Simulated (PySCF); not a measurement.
**M(OH)₂ across group 15**

Level: PBE0, basis family def2-TZVP, no relativity.

Each entry is the lowest minimum that a search over a few typed start shapes (and spin states, where more than one is plausible) found, or that minimum re-optimised at the stated level; isomers with ligand–ligand bonds, or fragments after loss of a ligand pair, can lie lower. Open shells are unrestricted; no spin–orbit coupling; PySCF with density fitting.

| molecule | 2S+1 | point group | mean bond to the central atom (Å) | dipole (D) | highest ω (cm⁻¹) | lowest ω (cm⁻¹) |
| --- | --- | --- | --- | --- | --- | --- |
| N(OH)₂ | 2 | Cs | 1.359 | 2.14 | 3835 | 215 |
| P(OH)₂ | 2 | C2 | 1.637 | 1.84 | 3810 | 148 |
| As(OH)₂ | 2 | C2 | 1.785 | 0.84 | 3839 | 45 |

Left out of the table are members whose search was unfinished or whose lowest solution was spin-contaminated, unstable, very soft or bonded differently.
